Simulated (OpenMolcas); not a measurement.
**Ag2+: effect of the metal basis**

Ag2+ with its 6 nearest oxide ions at 2.411 Å, on the Sr site of SrO (a = 5.1602 Å, distance in the model lattice 2.580 Å). The rest of the host is ab initio model potentials to 7.6 Å and point charges beyond; the distance is set by hand and nothing relaxes.

* Program: OpenMolcas
* Method: CASSCF
* Spin-orbit coupling: RASSI with atomic mean-field integrals over the reference wave functions

Fixed: ligand basis ANO-RCC-VDZP, active space 9 electrons in 5 orbitals (4d), DKH2 Hamiltonian.

States (labels of O, the rotations of Oh). Energies in cm-1 above the lowest state or level, χT in cm3 K/mol; 10Dq is the gap between the two states.

| Run | Metal basis | Ground state | First state of that spin | 10Dq | First gap with spin-orbit (degeneracies) | χT at 300 K | Cost |
| --- | --- | --- | --- | --- | --- | --- | --- |
| A | ANO-RCC-VDZP | 2E | 2T2 11539 | 11539 | 10172 (4, 2) | 0.544 | roughly 15 core-seconds |
| B | ANO-RCC-VTZP | 2E | 2T2 10969 | 10969 | 9629 (4, 2) | 0.559 | roughly 50 core-seconds |

Against A, |10Dq| changes by -4.9 % in B.

Costs are those of the RASSCF and RASSI steps.

An orbital doublet at a regular site is open to a Jahn-Teller distortion, which this geometry leaves out. With metal d orbitals alone the field can be off either way by tens of per cent. Ligand-to-metal charge-transfer states are missing. The least metal-like active orbital is 79 % on the metal (Löwdin) and no ligand orbital is active, so the numbers are rough (holds for A). The least metal-like active orbital is 82 % on the metal (Löwdin) and no ligand orbital is active, so the numbers are rough (holds for B). No measured value stands beside these numbers; the geometry was set by hand and not optimised.
